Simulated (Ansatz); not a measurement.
## Ligand exchange: GeH2(CH3)F + C2H2S → GeH2(CH3)(SH) + C2HF

Species: GeH2(CH3)F, singlet; C2H2S (ethynethiol) `C#CS`, singlet; GeH2(CH3)(SH), singlet; C2HF (fluoroacetylene) `C#CF`, singlet. The partners trade F for SH: Ge–F and C–SH bonds give way to Ge–SH and C–F.

Shapes, held fixed at every level: PBE0-D4/def2-TZVP. Flexible molecules stand in one conformer, not always the lowest. Programs: Ansatz 0.2.0. The zero-point and thermal change to 298 K, harmonic and unscaled (PBE0-D4/def2-TZVP), is +1.8 kJ/mol.

(1) Estimate ΔH(298 K) of this reaction.

## Answers

(1) The highest level, CCSD(T)/def2-TZVPP, gives ΔH(298 K) = +113.5 kJ/mol; the levels span +96.8 to +121.3. The column of differences is taken from that level and isn't an error. No measured value is set beside it here. Relativity is left out for Ge. Outer-core shells of Ge are correlated in most correlated rows, in sets that cover them unevenly. Times are processor times on shared x86 and Arm servers, and rough.

```tsv
level	kind	ΔH(298 K) (kJ/mol)	less CCSD(T)/def2-TZVPP	CPU time (sum over the molecules)
SPW92/def2-TZVPP	LDA	+96.8	-16.7	7.2 s
r2SCAN0-D4/def2-TZVPP	global hybrid	+110.1	-3.4	29 s
wB97M-V/def2-TZVPP	range-separated hybrid	+109.8	-3.7	63 s
wB97X-V/def2-TZVPP	range-separated hybrid	+110.3	-3.2	50 s
MP2/def2-TZVPP	perturbation theory	+121.3	+7.8	–
CCSD(T)/def2-SVP	coupled cluster or CI	+104.1	-9.4	18 s
CCSD(T)/def2-TZVPP	coupled cluster or CI	+113.5	0.0	2.6 min
```
